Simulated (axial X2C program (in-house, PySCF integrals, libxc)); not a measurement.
GeTe⁻: bond constants with and without spin–orbit coupling

All values were computed with an axial X2C code built on PySCF integrals. Spin-free means the one-electron spin-free X2C Hamiltonian; two-component (2c) means X2C with spin–orbit coupling and atomic mean-field two-electron Coulomb and Gaunt terms, so the difference of the two also holds small scalar two-electron terms. Basis: Te dyall-acv3z [12s13p9d5f1g], Ge dyall-acv3z [10s10p8d5f1g] (cores contracted in-house); Gaussian nuclei, density fitting, unrestricted open shells. Masses: Te 129.906 u, Ge 73.921 u.

State, spin-free: M_S = 1/2, Λ = 1 (beyond evenly filled blocks: π+α); electrons by block: σα: 18, σβ: 18, π+α: 10, π+β: 9, π-α: 9, π-β: 9, δ+α: 3, δ+β: 3, δ-α: 3, δ-β: 3. Fragments: Te- + Ge.

State, 2c: Ω = 1/2 (⟨Sz⟩ = -0.50, ⟨Lz⟩ = 1.00 at PBE0); electrons by block: 1/2: 28, -1/2: 27, 3/2: 12, -3/2: 12, 5/2: 3, -5/2: 3. Fragments: Te- + Ge.

```json
{"Hamiltonian": "spin-free", "level": "PBE0", "Re (Å)": "2.460", "ωe (cm⁻¹)": "265.5", "Be (cm⁻¹)": "0.05914", "De (eV)": "3.30", "D0 (eV)": "3.29", "k (mdyn/Å)": "1.96", "μ (D)": "-0.66"}
{"Hamiltonian": "spin-free", "level": "M06", "Re (Å)": "2.477", "ωe (cm⁻¹)": "260.4", "Be (cm⁻¹)": "0.05833", "De (eV)": "3.37", "D0 (eV)": "3.35", "k (mdyn/Å)": "1.88", "μ (D)": "-0.88"}
{"Hamiltonian": "2c", "level": "PBE0", "Re (Å)": "2.465", "ωe (cm⁻¹)": "262.2", "Be (cm⁻¹)": "0.0589", "De (eV)": "n/a", "D0 (eV)": "n/a", "k (mdyn/Å)": "1.91", "μ (D)": "-0.76"}
{"Hamiltonian": "2c", "level": "M06", "Re (Å)": "2.481", "ωe (cm⁻¹)": "258.3", "Be (cm⁻¹)": "0.05813", "De (eV)": "n/a", "D0 (eV)": "n/a", "k (mdyn/Å)": "1.85", "μ (D)": "-0.94"}
```

Dipoles are positive if Ge is the positive end and refer to the centre of mass.

One determinant describes the state; a PBE0 search over occupations chose it and may have missed a lower one. Dissociation energies refer to the lowest single-determinant-based atoms at the same level and basis. De is not given where an atomic determinant may have missed its ground term or J level, or where the truncated virtual space spoils (T). Density functionals use the spin component along the axis (collinear). Without a current term, density functionals place determinants with orbital angular momentum somewhat too high. The highest occupied level of some functionals is positive through self-interaction error; at Hartree–Fock it is bound. The determinant is spin-polarised beyond a pure state at some levels (its spin-free form has ⟨S²⟩ too high), which makes Re and μ there less reliable.

No reliable constants came from CCSD (2c), CCSD (spin-free), CCSD(T) (2c), CCSD(T) (spin-free), HF (2c), HF (spin-free), MP2 (2c), MP2 (spin-free): no minimum in range, unconverged points, a curve that is not smooth, a change of character along it, or the two Hamiltonians disagreeing along it.

Rough cost a point (2c) on 1 thread(s) of a shared host, integrals apart: PBE0 1.5 s, M06 2.3 s.

The whole task took 4.7 min on 1 thread of Intel(R) Xeon(R) 6975P-C (Granite Rapids), on a shared host.
